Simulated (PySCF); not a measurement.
C4H13AlN (SMILES CC[N](C)(C)->[AlH2]), doublet, at a GFN2-xTB geometry (such geometries of metal compounds can be far from the true shape) (the spin is typed, not shown lowest). Base run: PySCF with M062X/STO-3G.

PySCF was given this input:
```python
from pyscf import gto, scf, dft

mol = gto.M(
    atom='''
Al   -1.59979072   -0.88786746   -0.40362325
H    -1.14503255   -2.39544136   -0.09897162
H    -1.35171419   -0.61314711   -1.96399238
C    -0.34890626    2.11541956    0.52010680
C     0.55742139    1.22202877   -0.31216783
N     0.41448270   -0.19746673    0.00760812
C     1.30725082   -0.96939952   -0.84313427
C     0.71112744   -0.48363466    1.40074643
H    -1.35034951    1.66912963    0.54156864
H     0.01323049    2.22928944    1.53870110
H    -0.41001572    3.10128350    0.06729033
H     0.27856090    1.32626235   -1.36469672
H     1.60694945    1.53391976   -0.19885799
H     1.06790300   -0.76990160   -1.88578293
H     1.14148954   -2.02875673   -0.65723038
H     2.35858774   -0.72420002   -0.65673259
H     1.72635370   -0.17493996    1.67377588
H    -0.00712208    0.02066504    2.04483164
H     0.60569914   -1.55610371    1.56063546
''',
    basis='sto-3g',
    spin=1,
    verbose=5,
)

mf = dft.UKS(mol)
mf.xc = 'm062x'
mf.kernel()
mf.analyze()
```

The base run was repeated with changes; each row names its change, and settings that it needs were set with it.

| change | ΔE vs base (mEh) | grid points | electrons on the grid |
|---|---|---|---|
| base | 0.000 | 217064 | 56.99995 |
| grids.radi_method = delley | -0.028 | 234080 | 56.99995 |
| grids.prune = dft.gen_grid.treutler_prune | 0.015 | 187472 | 56.99995 |
| grids.radi_method = gauss_chebyshev | -0.051 | 211936 | 56.99995 |
| grids.prune = dft.gen_grid.sg1_prune | -0.555 | 94104 | 57.00011 |
| grids.level = 4 | -0.007 | 375208 | 56.99998 |
| grids.atom_grid = (99, 590) | -0.006 | 617480 | 56.99998 |
| grids.becke_scheme = stratmann | 0.003 | 217064 | 56.99995 |
| grids.atom_grid = (150, 974) | -0.007 | 1544584 | 57.00000 |
| grids.atom_grid = (30, 110) | 20.138 | 46800 | 57.00172 |
| grids.level = 0 | -101.6 | 15096 | 56.99475 |

Open shells are given as the SCF converged; they aren't shown to be the lowest states, and a large step between rows can be another state.
